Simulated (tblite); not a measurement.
Isomers of C4H11NO2Si2. Method: GFN2-xTB as coded in tblite; computed harmonic values from a numerical Hessian at the method's own geometry, unscaled. This tight-binding method is rough: wavenumbers can miss measured ones by several per cent, in bad cases by 10 to 20. Modes of hydrogen on silicon can be 10 to 20 % off. One conformer each.

Electronic energies: GFN2-xTB at the same geometries; isomer energies are rough at this level and their order can be wrong.

```
                         SMILES  electronic energy, lowest = 0 (kJ/mol)
    O=C(O)/C=C/CN([SiH3])[SiH3]                                     0.0
NC(=O)[Si@@H]1C[C@H](C[SiH3])O1                                    64.4
      C=C([SiH2]N)C(=O)CO[SiH3]                                    33.0
     C=C(C=O)[Si@@H](O)[SiH2]NC                                    91.3
```

Problem. How do GFN2-xTB zero-point energies change the relative energies?

Solution. 
| SMILES | ZPE (kJ/mol) | of it from modes above 1550 cm⁻¹ | electronic (kJ/mol) | with ZPE, lowest = 0 (kJ/mol) | lowest mode (cm⁻¹) | rings |
| --- | --- | --- | --- | --- | --- | --- |
| O=C(O)/C=C/CN([SiH3])[SiH3] | 360.3 | 193.7 | 0.0 | 0.0 | 22 | 0 |
| C=C([SiH2]N)C(=O)CO[SiH3] | 362.8 | 201.1 | 33.0 | 35.5 | 23 | 0 |
| NC(=O)[Si@@H]1C[C@H](C[SiH3])O1 | 377.0 | 195.5 | 64.4 | 81.0 | 37 | 1 |
| C=C(C=O)[Si@@H](O)[SiH2]NC | 372.8 | 206.2 | 91.3 | 103.8 | 14 | 0 |

The zero-point energies span 16.7 kJ/mol, from `O=C(O)/C=C/CN([SiH3])[SiH3]` to `NC(=O)[Si@@H]1C[C@H](C[SiH3])O1`. The order is unchanged.
